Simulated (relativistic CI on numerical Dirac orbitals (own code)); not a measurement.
# Slater and spin-orbit integrals, Cd5+

Method of calculation: Dirac-Coulomb-Breit CI, KLI orbitals optimised for each configuration, a model potential for QED, valence Slater integrals scaled by 0.85, P86 correlation energy added to each configuration (own radial code, finite nucleus).

Slater integrals F^k, G^k are unscaled and averaged over j, outside the closed core [Ar] 3d10; ζ comes from projecting the Hamiltonian with its Breit term on Σ l·s of the shell.

- 4s2 4p6 4d7: F^2(4d,4d) = 90712, F^4(4d,4d) = 60185, ζ(4d) = 2598.4 cm⁻¹; <r>(4d) = 1.114, <r^2>(4d) = 1.442 (bohr units).
- 4s2 4p6 4d6 5s: F^2(4d,4d) = 92352, F^4(4d,4d) = 61375, ζ(4d) = 2731.8, G^2(4d,5s) = 17429 cm⁻¹; <r>(4d) = 1.095, <r^2>(4d) = 1.393, <r>(5s) = 1.995, <r^2>(5s) = 4.441 (bohr units).
- 4s2 4p6 4d6 4f: F^2(4d,4d) = 92102, F^4(4d,4d) = 61191, ζ(4d) = 2725.1, F^2(4d,4f) = 50964, F^4(4d,4f) = 30558, G^1(4d,4f) = 57311, G^3(4d,4f) = 34323, G^5(4d,4f) = 23835, ζ(4f) = -56.631 cm⁻¹; <r>(4d) = 1.098, <r^2>(4d) = 1.4, <r>(4f) = 2.025, <r^2>(4f) = 4.946 (bohr units).

(1) Give the Racah parameters of the d shell in 4s2 4p6 4d7.

In this model ζ of a weakly bound d, f or g electron outside closed shells comes out too small, for d by up to a factor of two or three and at times with the wrong sign; that of an outer p electron is too small as well.

Averages of the first 10 configurations, taken without configuration mixing, which lowers the lowest level and can move excited configurations by several eV; other configurations of the list can lie among them:

```
  Configuration  Parity  States  Average energy above the lowest level (eV)
    4s2 4p6 4d7    even     120                                         3.2
 4s2 4p6 4d6 5s    even     420                                        29.2
 4s2 4p6 4d6 4f     odd    2940                                        56.4
 4s2 4p6 4d6 5p     odd    1260                                        39.9
    4s2 4p5 4d8     odd     270                                        68.3
 4s2 4p6 4d6 5d    even    2100                                        54.7
 4s2 4p6 4d6 6s    even     420                                        59.1
4s2 4p6 4d5 5s2    even     252                                        58.9
 4s2 4p6 4d6 6p     odd    1260                                        63.3
    4s2 4p4 4d9    even     150                                       134.9
```

Answers

(1) B = F²/49 − 5F⁴/441 = 1169 cm⁻¹ and C = 35F⁴/441 = 4777 cm⁻¹.
